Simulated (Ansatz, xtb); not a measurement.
**C4H5BCl2O2: which of two isomers lies lower**

We compare a, `C=COC(=O)CB(Cl)Cl`, a singlet, with b, `COC(=O)/C=C/B(Cl)Cl`, a singlet. Both are isolated molecules in the gas phase, relaxed with B3LYP/def2-SVP, each in the lowest conformer that the search found.

a (Å):

```yaml
atoms:
  - { symbol: C, position_ang: [-3.3868, 2.1330, -1.5986] }
  - { symbol: C, position_ang: [-2.4854, 1.1607, -1.7186] }
  - { symbol: C, position_ang: [-0.6808, -0.0985, -0.8591] }
  - { symbol: C, position_ang: [0.2323, -0.1656, 0.3366] }
  - { symbol: B, position_ang: [1.4196, 0.8734, 0.3506] }
  - { symbol: Cl, position_ang: [1.7734, 1.9213, -1.0118] }
  - { symbol: Cl, position_ang: [2.4503, 0.9664, 1.7746] }
  - { symbol: O, position_ang: [-1.5868, 0.9108, -0.7034] }
  - { symbol: O, position_ang: [-0.6315, -0.8102, -1.8255] }
  - { symbol: H, position_ang: [-3.4402, 2.7548, -0.7020] }
  - { symbol: H, position_ang: [-4.0902, 2.3197, -2.4111] }
  - { symbol: H, position_ang: [-2.3788, 0.5050, -2.5853] }
  - { symbol: H, position_ang: [0.6780, -1.1741, 0.3767] }
  - { symbol: H, position_ang: [-0.3466, -0.0273, 1.2652] }
```

b (Å):

```xyz
14

C    -0.4107   -2.6646    1.2480
C    -1.0666   -0.4264    0.9197
C    -2.0158    0.4509    0.1736
C    -2.0065    1.7882    0.3319
B    -2.9599    2.7600   -0.4084
Cl   -2.8427    4.4913   -0.1126
Cl   -4.1736    2.1836   -1.5518
O    -1.2607   -1.7183    0.5994
O    -0.2324   -0.0458    1.7064
H     0.6460   -2.4633    1.0149
H    -0.7047   -3.6509    0.8692
H    -0.5393   -2.6193    2.3403
H    -2.7142   -0.0477   -0.5043
H    -1.2687    2.1941    1.0343
```

Task: Estimate which is lower in electronic energy at CCSD(T)/def2-SVP + ΔMP2/def2-TZVPP, and by roughly how much.

Result: The CCSD(T)/def2-SVP + ΔMP2/def2-TZVPP calculation puts structure b lower, by 8.10 kJ/mol.

The same difference at several levels:

| level | geometry | E(b) − E(a) (kJ/mol) | departure from the last row (kJ/mol) | job, with rough time for the two |
| --- | --- | --- | --- | --- |
| B3LYP/def2-SVP | B3LYP/def2-SVP | −12.00 | −3.90 | optimisation, 2.6 min |
| HF/def2-SVP | B3LYP/def2-SVP | −12.94 | −4.84 | part of the CCSD(T) run |
| MP2/def2-SVP | B3LYP/def2-SVP | −10.76 | −2.66 | part of the CCSD(T) run |
| CCSD(T)/def2-SVP | B3LYP/def2-SVP | −9.21 | −1.10 | single point |
| CCSD(T)/def2-SVP + ΔMP2/def2-TZVPP | B3LYP/def2-SVP | −8.10 |  | single point, 2.7 min |

As drawn, both hold the same kinds of bond in the same numbers. Structure a has 0 methyl groups, b 1.

The levels shown agree on the order. The largest departure from CCSD(T)/def2-SVP + ΔMP2/def2-TZVPP is that of HF/def2-SVP, 4.84 kJ/mol. Levels run at GFN2-xTB geometries aren't shown. The last row adds to CCSD(T) the change of the MP2 difference between the two basis sets, here +1.10 kJ/mol.

With thermal terms from frequencies at re-optimised GFN2-xTB minima (ideal gas, soft modes damped towards free rotors, one conformer each, 298.15 K, 1 atm): the zero-point term adds +0.78 kJ/mol; ΔH is −6.39 and ΔG −9.12 kJ/mol.

The correlated steps freeze 17 core orbitals. Codes used: Ansatz 0.2.0, xtb 6.7.1; the last row on 4 threads of Arm Neoverse V1 on a shared host.
